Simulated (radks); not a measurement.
The thallium ion Tl2+, configuration [Xe] 4f14 5d9.75 6s1 5f0.25 (fractional occupations, a model configuration). All-electron calculation, Dirac Kohn-Sham, PBE, spin-unpolarised, spherical densities, point nucleus; open shells are shared between the two j in proportion to 2j + 1. Program: a radial shooting solver on a logarithmic mesh with Libxc functionals.

Unscreened Slater integrals over Kohn-Sham orbitals (cm^-1). Large and small components are both included.

integral,value
"F0(5f7/2,5f7/2)",32213
"F2(5f7/2,5f7/2)",16741
"F4(5f7/2,5f7/2)",10880
"F6(5f7/2,5f7/2)",7951.4
"F0(5f7/2,5f5/2)",32239
"F2(5f7/2,5f5/2)",16744
"F4(5f7/2,5f5/2)",10880
"G2(5f7/2,5f5/2)",16743
"G4(5f7/2,5f5/2)",10879
"G6(5f7/2,5f5/2)",7950.5
"F0(5f7/2,6s1/2)",41293
"G3(5f7/2,6s1/2)",4776.4
"F0(5f7/2,5d5/2)",42024
"F2(5f7/2,5d5/2)",5622.8
"F4(5f7/2,5d5/2)",1996.7
"G1(5f7/2,5d5/2)",2544.7
"G3(5f7/2,5d5/2)",1466.2
"G5(5f7/2,5d5/2)",1007.5
"F0(5f5/2,5f5/2)",32265
"F2(5f5/2,5f5/2)",16747
"F4(5f5/2,5f5/2)",10880
"F0(5f5/2,6s1/2)",41380
"G3(5f5/2,6s1/2)",4825.7
"F0(5f5/2,5d5/2)",42127
"F2(5f5/2,5d5/2)",5676.0
"F4(5f5/2,5d5/2)",2027.6
"G1(5f5/2,5d5/2)",2607.6
"G3(5f5/2,5d5/2)",1501.0
"G5(5f5/2,5d5/2)",1030.9
"F0(6s1/2,6s1/2)",88061
"F0(6s1/2,5d5/2)",103360
"G2(6s1/2,5d5/2)",24175
"F0(5d5/2,5d5/2)",144770
"F2(5d5/2,5d5/2)",75317
"F4(5d5/2,5d5/2)",50060
